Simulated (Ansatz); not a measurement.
```xyz
11

C    -1.229    0.378   -1.201
N    -0.259   -0.570   -0.688
Hf    1.005   -0.487    0.863
O     0.710    1.216    1.655
Cl    3.211   -0.747    0.052
Cl    0.514   -2.275    2.331
H    -1.002    0.678   -2.230
H    -1.223    1.281   -0.586
H    -2.246   -0.028   -1.182
H    -0.250   -1.418   -1.246
H     0.769    1.971    2.232
```

The species carries charge 0 and has multiplicity 1. Hf takes the def2 core potential.

List the PBE0/def2-TZVPP orbital energies in eV (Ansatz 0.2.0). (An estimate is asked.)

The calculation gave: Occupied: -2766.80, -2766.80, -523.11, -391.25, -279.03, -258.66, -258.66, -196.88, -196.88, -196.84, -196.84, -196.83, -196.83, -68.55, -37.23, -36.84, -36.80, -27.53, -24.38, -22.10, -21.95, -18.65, -14.76, -13.67, -12.25, -12.04, -10.51, -10.43, -10.38, -9.86, -9.81, -9.40, -9.17, -9.13, -8.85, -7.28. Lowest empty: -0.72, -0.16, -0.11, -0.11, 0.35, 0.41, 1.21, 1.88.
